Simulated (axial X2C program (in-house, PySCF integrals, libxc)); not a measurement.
# Nuclear properties of HfF⁻

Calculated with an axial X2C code built on PySCF integrals: two-component X2C with atomic mean-field Coulomb and Gaunt terms, Gaussian nuclei, basis Hf dyall-acv3z, F dyall-av3z with contracted cores.

R = 1.903 Å (near the PBE0 minimum at charge -1 of the determinant lowest at the starting distance; the state shown can have its own minimum elsewhere).

Determinant lowest in the PBE0 search, Ω = 2 (⟨Sz⟩ = -0.94, ⟨Lz⟩ = 2.94 at PBE0), spin on the atoms Hf -0.93, F -0.01:

| level | Eeff magnitude (GV/cm) | Ws magnitude Hf (kHz) | A∥/gI Hf (MHz) | qzz Hf (a.u.) | A∥/gI F (MHz) | qzz F (a.u.) |
| --- | --- | --- | --- | --- | --- | --- |
| PBE0 | 1.25 | 0.187 | 702 | -2.35 | 6.51 | 0.16 |
| HF | 13.6 | 6.34 | 251 | -3.40 | 8.36 | 0.11 |
| PBE | 2.03 | 0.639 | 667 | -2.22 | 8.68 | 0.17 |
| BP86 | 1.67 | 0.482 | 616 | -2.25 | 8.55 | 0.16 |
| r2SCAN | 3.11 | 1.04 | 458 | -2.61 | 8.95 | 0.17 |

Determinant 0.22 eV from it at PBE0 and this distance, Ω = 1 (⟨Sz⟩ = 0.99, ⟨Lz⟩ = 0.01 at PBE0), spin on the atoms Hf 1.01, F -0.02:

```tsv
level	Eeff magnitude (GV/cm)	Ws magnitude Hf (kHz)	A∥/gI Hf (MHz)	qzz Hf (a.u.)	A∥/gI F (MHz)	qzz F (a.u.)
PBE0	13.8	13.6	701	-1.35	-3.54	0.12
HF	42.6	42.8	1460	-1.94	-3.59	0.06
PBE	11.8	11.5	460	-1.08	-4.34	0.14
BP86	11.7	11.5	460	-0.99	-3.19	0.13
r2SCAN	15.5	15.1	1510	-1.46	-4.05	0.12
```

Eeff is the effective electric field on the electron electric dipole moment in this Ω state and Ws the scalar–pseudoscalar constant of the nucleus named (defined with the proton number Z and per Ω); A∥ (defined per Ω) follows by multiplying with gI = μI/(I μN); qzz is the electric field gradient, eQq0 = 234.96 MHz × Q/barn × qzz. The operators were transformed with the bare-nucleus X2C matrices; with these basis sets, hyperfine constants and field gradients can be off by tens of per cent, and where levels differ in sign neither size nor sign is settled.

(1) With Q(177Hf) = 3.365 barn, gI(19F) = 5.2577 (g factors from the IAEA table of nuclear moments by Stone; Q from Pyykkö, Mol. Phys. 2018), turn the PBE0 values of the first state into constants in MHz.

Each state is one determinant with collinear spin, which with several unpaired electrons need not be a pure state. Unrestricted Hartree–Fock can overshoot spin polarisation at the nuclei. For an anion, determinants above electron detachment, or with a positive highest level, are held by the basis set. With several open shells hyperfine constants can be off by a factor of several. Where Eeff spreads by more than a factor of two the levels disagree and none is to be relied on. Open-shell Ω = 0 determinants with evenly filled partner blocks cannot be reached by this program, so the Ω shown need not be the lowest component. At r2SCAN a later determinant lies lower. States lie within half an eV, so the first need not be the ground state. Further determinants of the search, some of them spin-mixed, are not shown. Where a field gradient or hyperfine factor spreads by more than a factor of two over the levels, a constant derived from it is not to be relied on. PBE0 term energies can be off by some tenths of an eV.

## Answers

(1) eQq0(177Hf) = 234.96 × (3.365) × (-2.35) = -1860 MHz; A∥(19F) = 6.51 × 5.2577 = 34.2 MHz.
